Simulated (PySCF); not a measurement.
Compound: CH₄B₃Cl₂F.
Bonds: F1–B2, B2–B3, B3–C4, C4–B5, B5–Cl6, B5–Cl7. Hydrogens: H8 on B2; H9 on B3; H10, H11 on C4.

Computed by this run: PBE0-D3(BJ)/def2-SVP geometry optimisation, gas phase (PySCF); density fitting, grid level 1; the optimiser is geomeTRIC in internal coordinates, started from a GFN2-xTB structure with every atom displaced at random (about 0.01 Å).

Step 0: E = -30869.2431 eV
```
atom  x, y, z in Å  |  force x, y, z in eV/Å
F1      1.8398   -1.3429   -1.4756   -0.275  -0.071  -0.292
B2      1.8797   -0.5967   -0.3791    0.276  -0.262  -0.503
B3      0.7510    0.5774   -0.0130   -0.159  -0.498   0.421
C4     -0.5186    0.2758    0.8236   -1.194  -0.174  -0.162
B5     -1.7168   -0.0087   -0.2285    1.367   0.702   1.195
Cl6    -2.6248    1.2976   -0.8975   -0.331   0.536  -0.248
Cl7    -2.0687   -1.6044   -0.7266   -0.217  -1.049  -0.315
H8      2.8419   -0.8505    0.2909    0.289   0.086   0.545
H9      0.9125    1.7025   -0.3112    0.206   0.878  -0.401
H10    -0.8162    1.1314    1.4488   -0.040   0.203  -0.178
H11    -0.4345   -0.5979    1.4777    0.078  -0.351  -0.061
```

Step 1: E = -30869.3645 eV
```
atom  x, y, z in Å  |  force x, y, z in eV/Å
F1      1.6641   -1.3409   -1.5082    0.031   0.002  -0.043
B2      1.8457   -0.6068   -0.4182   -0.100   0.071   0.110
B3      0.7283    0.5835    0.0507    0.119  -0.023   0.013
C4     -0.5580    0.2797    0.8992    0.166   0.067   0.110
B5     -1.6035   -0.0057   -0.2196   -0.509  -0.369  -0.035
Cl6    -2.4928    1.2982   -0.9918    0.141  -0.119   0.000
Cl7    -1.9526   -1.6662   -0.7374    0.136   0.441   0.080
H8      2.8558   -0.8432    0.2225    0.016  -0.007  -0.022
H9      0.9020    1.7308   -0.3105   -0.011  -0.034   0.018
H10    -0.8784    1.1615    1.4777   -0.010   0.001  -0.112
H11    -0.4649   -0.6071    1.5451    0.021  -0.030  -0.118
```

**Question.** Estimate the geometry and energy of step 2. (The exact step hangs on the optimiser's Hessian estimate; all steps are aligned on step 1, rigid shifts and turns removed.)

**Answer.** E = -30869.3773 eV, largest force 0.182 eV/Å
```
atom  x, y, z in Å  |  force x, y, z in eV/Å
F1      1.6845   -1.3225   -1.5246   -0.008  -0.014  -0.015
B2      1.8457   -0.6081   -0.4177    0.011   0.049   0.027
B3      0.7265    0.5728    0.0532   -0.023  -0.008   0.023
C4     -0.5612    0.2787    0.9036   -0.020   0.012  -0.018
B5     -1.6347   -0.0100   -0.1959    0.005  -0.157  -0.092
Cl6    -2.4739    1.2913   -1.0155    0.001   0.010   0.034
Cl7    -1.9637   -1.6562   -0.7257    0.010   0.124   0.070
H8      2.8597   -0.8408    0.2183   -0.001  -0.014   0.006
H9      0.9018    1.7195   -0.3040    0.015   0.000  -0.003
H10    -0.8731    1.1679    1.4722   -0.002   0.015  -0.009
H11    -0.4661   -0.6091    1.5456    0.013  -0.018  -0.023
```

The energy changes by -0.0127 eV. The first-order estimate −F·Δx gives -0.0264 eV and the mean of the old and new forces, exact on a quadratic surface, -0.0129 eV. The step makes an angle of 63° with the force vector and moves no atom by more than 0.039 Å.

The cost below is that of the whole optimisation. The run took 41 s of wall time on Arm Neoverse V1, one thread, shared host, and the process peaked at 0.52 GiB of memory.
